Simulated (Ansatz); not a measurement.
Born–Oppenheimer molecular dynamics of F2GeH7N (11 atoms, charge 0, multiplicity 1). It starts at the highest image of a converged band. Of that band: A structure lower than the first end lies on the path between it and the top, so the climb from that side starts below the end, which may itself be a saddle point or a shallow side well. A vibrational analysis at the climbing image gives one clearly imaginary mode, 219i cm⁻¹: a first-order saddle point.

Theory: RKS PBE0-D4/def2-SVP in Ansatz.

* ensemble: NVE (velocity Verlet)
* time step: 0.5 fs
* steps asked: 200
* starting velocities drawn for: 100 K
* seed: 4265

First frame:

```xyz
11
Properties=species:S:1:pos:R:3
Ge -1.002 -0.496 -0.500
N 0.036 0.137 1.046
H -0.156 -1.338 -1.445
H -1.893 -1.495 0.308
H -1.940 0.587 -1.027
H 1.450 0.633 -0.812
F 0.507 1.077 -1.236
H 1.089 0.017 0.726
F 2.187 0.064 -0.135
H -0.182 -0.330 1.926
H -0.095 1.144 1.147
```

What does the run give?

The run went to its last step.

```yaml
steps_done: 200
time_covered: 100 fs
mean_temperature_over_the_second_half: 162 K
spread_of_the_potential_energy_over_the_second_half: 1.9 meV per atom
mean_potential_energy_of_the_second_half_above_the_start: -6.5 meV per atom
```

The conserved energy stayed within 0.044 meV per atom of its start (net change 0.023 meV per atom), so the integration is sound. The system heated up, since it started high on the potential surface and ran downhill. A run of 0.1 ps of so small a system gives no equilibrium averages. The orbitals stay closed-shell, which can raise the energy where a bond breaks towards radicals; this wasn't checked here.

What happens to the structure?

The step under study would form Ge1–F7, H6–F9, N2–H8 and break Ge1–N2, H6–F7, H8–F9. These pairs go: Ge1–F7 2.30 → 3.16 Å, H6–F9 1.15 → 1.69 Å, N2–H8 1.11 → 1.71 Å, Ge1–N2 1.97 → 1.90 Å, H6–F7 1.13 → 0.95 Å, H8–F9 1.40 → 0.95 Å. In the last frame they stand as before the step (other bonds may differ from the relaxed reactants and products). It ends as FH + FH + GeH5N. Pairs count as bonded within 1.25 times the sum of covalent radii (0.12 Å more for H–H). The details hang on the random start.

How do temperature and energy run in time?


```csv
time (fs),T (K),potential energy less start (eV),conserved less start (meV/atom)
0.0,100,0.000,0.00
5.0,64,0.042,0.03
10.0,48,0.061,0.03
15.0,66,0.040,0.02
20.0,61,0.045,0.03
25.0,69,0.036,0.03
30.0,82,0.021,0.03
35.0,91,0.011,0.03
40.0,110,-0.011,0.02
45.0,112,-0.014,0.03
50.0,137,-0.043,0.02
55.0,159,-0.069,0.02
60.0,162,-0.072,0.03
65.0,172,-0.084,0.03
70.0,187,-0.101,0.03
75.0,178,-0.091,0.03
80.0,176,-0.088,0.01
85.0,161,-0.071,0.01
90.0,143,-0.050,0.01
95.0,141,-0.048,0.01
100.0,142,-0.049,0.02
```

The run took 5.4 min on 2 threads of Intel(R) Xeon(R) 6975P-C (Granite Rapids), on a shared host, peak memory 0.28 GiB.
